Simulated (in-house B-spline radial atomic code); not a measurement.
How numerical settings move a run on Ce8+, [Kr] 4d10 5s2 5p2. Computed with a B-spline radial code for spherical atoms: Dirac-Kohn-Sham PBE0, spherical fractional occupations, Fermi nucleus of rms radius 4.8771 fm.

Command:
```bash
python run_scf.py task.json out
```
Settings of the sound reference run:
```
Z                58
electrons        50
configuration    [Kr] 4d10 5s2 5p2
hamiltonian      dirac
method           pbe0
spin_polarised   False
nucleus          fermi
rms_radius       4.8771
mass_number      140
atomic_mass      139.9054
speed_of_light   137.036
knot_spacing     0.22
spline_order     8
gauss_points     12
box_radius       6.9
max_iterations   70
damping          0.5
damped_steps     3
diis_vectors     10
tolerance        1e-08
start            Thomas-Fermi
```

Cost of the run: 0.81 s on 1 thread of Intel(R) Xeon(R) 6975P-C, on a shared host.

It converges in 9 iterations to -8848.977462 hartree, with 5p3/2 at -113.785 eV. The other runs change the listed settings, some to values that make no sense; their results aren't properties of the atom or ion. Radii are in bohr (the nuclear one in fm), a minus after a letter asks for a j subshell, and «unchanged» means within 1e-8 hartree. The run stops when the residual is below 10 × tolerance × max(1, Z/10), or a noise floor if that is larger, and the energy moves by less than 1e-8 × √|E| hartree; so very loose and very tight tolerances often act alike.

| changed settings | outcome |
| --- | --- |
| electrons = 53, configuration = [Kr] 4d10 5s2 5p2 6s3, max_iterations = 50 | stopped with error: shell 6s holds at most 2 electrons |
| damping = 0.2 | converged in 9 iterations, energy unchanged, 5p3/2 level -2.2e-06 eV |
| electrons = 51, configuration = [Kr] 4d10 5s2 5p2 2f1, max_iterations = 75 | stopped with error: there is no 2f shell |
| first_knot = 0.000172, max_iterations = 75, damping = 0, diis_vectors = 4, start = bare nucleus | converged in 11 iterations, energy -9.35e-05 hartree from the reference, 5p3/2 level -1.0e-05 eV |
| damping = 0 | converged in 9 iterations, energy unchanged, 5p3/2 level +5.9e-06 eV |
| max_iterations = 5 | not converged after 5 iterations, last residual 2.6e-02, last energy +1.11e-02 hartree from the reference |
| gauss_points = 3 | converged in 9 iterations, energy +6.75e-04 hartree from the reference, 5p3/2 level -4.0e-05 eV |
| damping = 0.95 | converged in 10 iterations, energy unchanged, 5p3/2 level -4.3e-06 eV |
| max_iterations = 2 | not converged after 2 iterations, last residual 7.8e-01, last energy +8.87e+00 hartree from the reference |
| knot_spacing = 0.1, max_iterations = 60, damped_steps = 8, start = bare nucleus | converged in 13 iterations, energy -4.83e-06 hartree from the reference, 5p3/2 level -2.8e-05 eV |
| spline_order = 6, gauss_points = 3, max_iterations = 100, damped_steps = 8 | converged in 13 iterations, energy -1.29e-03 hartree from the reference, 5p3/2 level -3.1e-05 eV |
| damping = 0.8 | converged in 10 iterations, energy unchanged, 5p3/2 level -2.7e-06 eV |

Problem. What happens with max_iterations = 12, damped_steps = 0, tolerance = 1e-05?

Solution. Converged in 7 iterations, energy unchanged, 5p3/2 level +1.3e-05 eV.

Problem. What happens with gauss_points = 4?

Solution. Converged in 9 iterations, energy +1.71e-06 hartree from the reference, 5p3/2 level +2.1e-06 eV.

Problem. What happens with max_iterations = 8?

Solution. Not converged after 8 iterations, last residual 8.9e-06, last energy +1.20e-09 hartree from the reference.

Problem. What happens with max_iterations = 12?

Solution. Converged in 9 iterations, energy unchanged.
